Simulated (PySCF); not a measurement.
Cl2GeH4OSi, SMILES [GeH3][O][SiH](Cl)Cl. Atoms are numbered in the order given.

```xyz
9

Si     1.0565     0.1168    -0.7555
Cl     0.8552     2.1368    -0.3361
Cl     2.1939    -0.7251     0.7545
O     -0.4156    -0.5815    -0.8061
Ge    -1.8286    -0.5970     0.3185
H      1.7487    -0.0532    -2.0436
H     -2.8518     0.4039    -0.2409
H     -2.3529    -2.0398     0.2879
H     -1.3308    -0.1900     1.7165
```

Coordinates come from a B3LYP-D3(BJ)/def2-SVP optimisation. This is a generated structure with no PubChem entry under its InChIKey; it may be hypothetical. The values are those of a single conformer.

Vertical ionisation energy (IE) and electron affinity (EA) in eV. Rows of orbital energies are one-electron estimates. Where ΔSCF, EOM or ADC give a negative EA the extra electron is unbound and the value depends on the basis.

| level | IE | EA |
|---|---|---|
| −ε(HOMO), −ε(LUMO), ωB97X/def2-TZVP (PySCF) | 11.38 | -1.74 |
| −ε(HOMO), −ε(LUMO), PBE/def2-TZVP (PySCF) | ___ | ___ |

**Question.** Some entries are withheld; supply them. (Estimate from the structure and the level; the computed values follow.)

**Answer.** 
- −ε(HOMO), −ε(LUMO), PBE/def2-TZVP (PySCF), IE: 7.48
- −ε(HOMO), −ε(LUMO), PBE/def2-TZVP (PySCF), EA: 1.20
